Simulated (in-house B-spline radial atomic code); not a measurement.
How numerical settings move a run on Ru2+, [Kr] 4d6. Computed with a B-spline radial code for spherical atoms: Dirac-Hartree-Fock, average of configuration, Fermi nucleus of rms radius 4.4809 fm.

Command:
```bash
python run_scf.py task.json out
```
Settings of the sound reference run:
```
Z                44
electrons        42
configuration    [Kr] 4d6
hamiltonian      dirac
method           hf
spin_polarised   False
nucleus          fermi
rms_radius       4.4809
mass_number      102
atomic_mass      101.9043
speed_of_light   137.036
knot_spacing     0.22
spline_order     8
gauss_points     12
box_radius       22.22
max_iterations   70
damping          0.5
damped_steps     3
diis_vectors     10
tolerance        1e-08
start            Thomas-Fermi
```

Time taken, with all properties: 1.9 s on 1 thread of Arm Neoverse N1, on a shared host.

It converges in 10 iterations to -4528.456937 hartree, with 4d5/2 at -30.0661 eV. The other runs change the listed settings, some to values that make no sense; their results aren't properties of the atom or ion. Radii are in bohr (the nuclear one in fm), a minus after a letter asks for a j subshell, and «unchanged» means within 1e-8 hartree. The run stops when the residual is below 10 × tolerance × max(1, Z/10), or a noise floor if that is larger, and the energy moves by less than 1e-8 × √|E| hartree; so very loose and very tight tolerances often act alike.

```tsv
changed settings	outcome
knot_spacing = 0.1	converged in 10 iterations, energy -3.49e-08 hartree from the reference, 4d5/2 level -4.1e-07 eV
knot_spacing = 2	converged in 9 iterations, energy +2.82e+02 hartree from the reference, 4d5/2 level -1.4e+01 eV (the program warns: 4d5/2 reaches the box edge; 2p1/2 reaches the box edge)
knot_spacing = 1.4	converged in 10 iterations, energy +8.86e+01 hartree from the reference, 4d5/2 level -7.2e+00 eV (the program warns: 2s1/2 reaches the box edge; 3s1/2 reaches the box edge)
knot_spacing = 1.4, max_iterations = 100, diis_vectors = 2	converged in 12 iterations, energy +8.86e+01 hartree from the reference, 4d5/2 level -7.2e+00 eV (the program warns: 2s1/2 reaches the box edge; 3s1/2 reaches the box edge)
box_radius = 1.33, max_iterations = 100, damping = 0, tolerance = 1e-10	converged in 8 iterations, energy +4.78e+01 hartree from the reference, 4d5/2 level +1.8e+02 eV (the program warns: 4d5/2 has a positive eigenvalue: unbound, held by the box; 4s1/2 has a positive eigenvalue: unbound, held by the box)
electrons = 47, configuration = [Kr] 4d11, max_iterations = 50	stopped with error: shell 4d holds at most 10 electrons
method = tpss,tpss	stopped with error: meta-GGAs are not served with the Dirac Hamiltonian
knot_spacing = 0.75	converged in 10 iterations, energy +8.45e+00 hartree from the reference, 4d5/2 level -5.1e-01 eV (the program warns: 3s1/2 reaches the box edge; 3p1/2 reaches the box edge)
knot_spacing = 0.3	converged in 10 iterations, energy +7.87e-06 hartree from the reference, 4d5/2 level -5.9e-07 eV
gauss_points = 3, max_iterations = 75, diis_vectors = 20, start = bare nucleus	converged in 11 iterations, energy +1.46e-04 hartree from the reference, 4d5/2 level +1.4e-05 eV
knot_spacing = 0.55	converged in 10 iterations, energy +1.82e-01 hartree from the reference, 4d5/2 level -1.9e-02 eV
gauss_points = 4, max_iterations = 100, damped_steps = 8	converged in 13 iterations, energy +5.64e-07 hartree from the reference, 4d5/2 level +2.7e-05 eV
knot_spacing = 0.4	converged in 10 iterations, energy +1.30e-03 hartree from the reference, 4d5/2 level +3.1e-05 eV
```

(1) What happens with start = bare nucleus?

(2) What happens with tolerance = 1e-06?

(3) What happens with knot_spacing = 1?

(4) What happens with knot_spacing = 0.15?

Answers

(1) Converged in 11 iterations, energy unchanged, 4d5/2 level -6.1e-06 eV.

(2) Converged in 8 iterations, energy +2.30e-08 hartree from the reference, 4d5/2 level -1.4e-03 eV.

(3) Converged in 10 iterations, energy +1.41e+01 hartree from the reference, 4d5/2 level -8.8e-01 eV (the program warns: 4s1/2 reaches the box edge; 4p1/2 reaches the box edge).

(4) Converged in 10 iterations, energy -3.32e-08 hartree from the reference.
